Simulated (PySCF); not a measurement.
Job for PySCF: R-B3LYP/6-311+G** on H7NSi2 (SMILES N[SiH2][SiH3]), a point of a torsion scan.

```python
from pyscf import gto, scf, dft, mp
from pyscf.data.elements import chemcore

mol = gto.M(
    atom='''
    N    -1.87520395    0.19223388   -0.21249120
    Si   -0.48256957   -0.63465879    0.39743500
    Si    1.57528714    0.28135151   -0.13409456
    H    -2.09805963    1.10120234    0.15998489
    H    -2.03916044    0.19231210   -1.20637154
    H    -0.72484859   -0.65982842    1.84475009
    H    -0.64621875   -1.99000212   -0.14174631
    H     2.15439686    1.07902742    0.95336513
    H     1.52038377    1.18901221   -1.28989725
    H     2.58020586   -0.73108396   -0.47299229
    ''',
    basis='6-311+g**',
    charge=0, spin=0, verbose=3, max_memory=1800)
mf = dft.RKS(mol, xc='b3lyp')
mf.conv_tol = 1e-8
mf.max_cycle = 100
mf.kernel()
if not mf.converged:
    mf = mf.newton().run(mf.mo_coeff, mf.mo_occ)
```

Program output:

```
converged SCF energy = -638.036455316923
```

The run converged.

Cost: very roughly 16 core-seconds.
